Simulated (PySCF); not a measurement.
## GeOF₂, singlet: computed properties

These are results of PBE0 in PySCF with Ge def2-TZVP, O def2-TZVP, F def2-TZVP; no relativity; density-fitted integrals, not measurements.

The structure is a minimum.

```xyz
4
charge 0 multiplicity 1, angstrom
Ge    0.1175    0.0000    0.0000
O     1.7358    0.0000    0.0000
F    -0.9635    1.3146    0.0000
F    -0.9635   -1.3146    0.0000
```

```json
{"Point group": "C2v", "Bond lengths": "Ge–F 1.702 Å (×2), Ge–O 1.618 Å", "Bond angles": "F–Ge–F 101.1°, F–Ge–O 129.4° (×2)", "Principal quadrupole moments (Buckingham, traceless) about the centre of mass": "-8.28, -0.35, 8.63 D Å", "Principal polarisabilities": "21.7, 26.6, 34.3 bohr³", "Rotational constants": "0.2567, 0.1995, 0.1123 cm⁻¹", "Highest occupied level": "-9.39 eV", "Enthalpy at 298.15 K above 0 K": "14.49 kJ/mol", "Rotational symmetry number": "2", "Atomisation energy without zero-point energy": "1352 kJ/mol", "Zero-point energy": "19.3 kJ/mol", "Lowest empty level": "-2.89 eV", "Dipole moment": "1.53 D", "Heat capacity Cp at 298.15 K": "63.4 J/(mol K)", "Entropy at 298.15 K and 1 bar": "294.3 J/(mol K)"}
```

Harmonic modes (masses in u: Ge 73.921, O 15.995, F 18.998):
```tsv
symmetry	ω (cm⁻¹)	IR (km/mol)	type
b1	224	45.8	bend
b2	229	43.8	bend
a1	259	18.0	bend
a1	737	42.6	stretch
b2	754	113	stretch
a1	1022	68.5	stretch
```

In C2v the vibrations span b1 + 2b2 + 3a1. Here b1 is antisymmetric to the molecular plane and b2 lies in it.

Charges (e):
```csv
atom,Mulliken,Löwdin,polar tensor,Mayer order to Ge1
Ge1,1.08,0.46,1.77,–
O2,-0.47,-0.29,-0.61,2.07
"F3,4",-0.31,-0.08,-0.58,1.04
```

Mulliken populations on Ge1: s 6.97, p 13.37, d 10.45, f 0.14.

Outer orbital energies (eV). occupied: -14.52, -13.77, -13.69, -13.08, -12.75, -11.48, -9.68, -9.39; empty: -2.89, -1.75, 1.60, 2.94.

Counting electrons, germanium keeps none of its valence electrons outside its bonds, so the VSEPR class is AX3 and the expected shape is trigonal planar; with unlike ligands the computed point group is C2v.

Only a few start shapes were tried, so a lower isomer may exist.

The final relaxation and frequency run took 67 s on 4 threads of a shared Arm Neoverse N1 host, with 141 basis functions and 15 gradients; the process peaked at 1.5 GiB. Launch command: `OMP_NUM_THREADS=4 python axn.py task.json out`.
